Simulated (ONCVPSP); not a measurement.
# silicon: ONCV pseudisation with LDA (Perdew-Wang 92), scalar-relativistic reference atom.

```json
{"Element": "Si", "Generator": "ONCVPSP 4.0.1", "Type": "optimised norm-conserving Vanderbilt (ONCV)", "Functional": "LDA (Perdew-Wang 92)", "Relativity": "scalar-relativistic", "Frozen core": "[Ne]", "Valence charge": "4", "Reference configuration": "3s2 (charge +2)", "Partial waves": "3s: rc 1.20 bohr, ncon 4, nbas 8, qcut 5.9 1/bohr, 2 projectors, debl 2.7 Ha; p scattering state at 0.4 Ha: rc 1.25 bohr, ncon 4, nbas 7, qcut 5.7 1/bohr, 1 projector; d scattering state at 0.04 Ha: rc 1.10 bohr, ncon 4, nbas 7, qcut 8.2 1/bohr, 3 projectors, debl 3 Ha", "Local potential": "polynomial inside 0.95 bohr (lpopt 3, dvloc0 0 Ha)", "Core correction": "polynomial model core, fcfact 0.15"}
```

All-electron outer shells of the reference configuration (LDA (PZ), scalar-relativistic, ld1.x):

| shell | level (eV) | outermost node (bohr) | outermost maximum (bohr) |
| --- | --- | --- | --- |
| 2p | -116.98 | – | 0.39 |
| 3s | -28.66 | 0.72 | 1.69 |

Is a potential produced?

No. ONCVPSP 4.0.1 stopped with "optimize: ERROR ps0norm > uunorm, code will stop": the continuity conditions at rc already need more norm inside rc than the all-electron wave has, so norm conservation cannot be met. It happened in the s channel.
